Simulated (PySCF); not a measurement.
HSE06 on Li⁻ (lithium, charge -1), [He] 2s2, closed-shell 1S. Calculation: PySCF 2.14, in aug-cc-pVQZ; the non-relativistic Hamiltonian (point nucleus).

```
cycle= 1 E= -7.48614425797752  delta_E= -0.000698  |g|= 0.00692  |ddm|= 0.276
cycle= 2 E= -7.48618141103684  delta_E= -3.72e-05  |g|= 0.00635  |ddm|= 0.236
cycle= 3 E= -7.48644550941662  delta_E= -0.000264  |g|= 0.00026  |ddm|= 0.11
cycle= 4 E= -7.48644571362885  delta_E= -2.04e-07  |g|= 2.65e-05  |ddm|= 0.00364
cycle= 5 E= -7.48644571821486  delta_E= -4.59e-09  |g|= 1.53e-06  |ddm|= 0.000812
cycle= 6 E= -7.48644571823233  delta_E= -1.75e-11  |g|= 8.75e-08  |ddm|= 7.61e-05
converged SCF energy = -7.48644571823233  <S^2> = -1.7763568e-15  2S+1 = 1
```

Highest occupied orbital energy: 0.776 eV; ⟨L²⟩ = 0.00; populations by l: s 4.00, p 0.00, d 0.00, f 0.00.

Can this result be used?

With care. The calculation finished and met its thresholds. At HSE06 the highest occupied level has a positive energy, so only the finite basis holds that electron; in a semilocal or global hybrid functional this comes from self-interaction and does not mean that the real anion is unbound.
